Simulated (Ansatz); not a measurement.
Gas-phase electronic energies from Ansatz, PBE0-D4/def2-TZVP geometries. CBS: MP2 limit from def2 TZ/QZ plus the TZ coupled-cluster correction, frozen cores. This one scheme is used for every species, atoms too. DFT in def2-TZVPP. B3LYP here is the variant with VWN-RPA as its local correlation; programs differ in this. No spin–orbit coupling; open shells (•) take unrestricted orbitals. Spin–orbit coupling would lower the free atoms: a little for Cl, O, Si. One conformer a species, not always the lowest.

Reaction (atomization): `O[SiH2]N[Si](O)(Cl)Cl` → 2 Cl• + 5 H• + N• + 2 O• + 2 Si•

`O[SiH2]N[Si](O)(Cl)Cl`:

Cartesian coordinates in Å:
```
O 1.049 0.294 1.610
Si 1.203 0.890 0.069
N 0.272 -0.150 -0.930
Si -1.276 -0.796 -0.610
O -1.602 -0.635 0.966
Cl -1.294 -2.741 -1.234
Cl -2.768 0.143 -1.628
H 1.170 0.919 2.327
H 2.602 0.838 -0.422
H 0.727 2.297 0.091
H 0.731 -0.488 -1.764
H -0.815 -0.571 1.525
```

| level | ΔE (eV) | difference from CCSD(T)/CBS |
| --- | --- | --- |
| PBE-D4 | 46.66 | 0.19 |
| B3LYP-D4 | 45.90 | -0.57 |
| ωB97X-V | 46.48 | 0.01 |
| ωB97M-V | 46.53 | 0.06 |
| B2PLYP | 45.49 | -0.98 |
| B3LYP | 45.21 | -1.26 |
| MP2/def2-TZVPP | 46.17 | -0.30 |
| CCSD(T)/def2-TZVPP | 44.81 | -1.66 |
| MP2/CBS(def2) | 47.84 | 1.37 |
| CCSD/CBS(def2) | 45.68 | -0.79 |
| CCSD(T)/CBS | 46.47 | 0 |

Largest T1 diagnostic among the species: 0.012.

From PBE to PBE0 (25 % exact exchange), in def2-TZVPP and without D4, ΔE moves by −0.80 eV: exact exchange takes away binding that semilocal exchange gives to molecules. The D4 term adds +0.69 eV with B3LYP and +0.37 eV with PBE0; it sums over pairs of atoms, weighted by their polarisabilities, and B3LYP, whose exchange is more repulsive, gets the larger term.

For atomizations the MP2-based limit and the directly extrapolated one differ by several kJ/mol either way, and by 10 to 25 for some Ge, Se and Sn compounds, so smaller differences from it don't rank the levels.
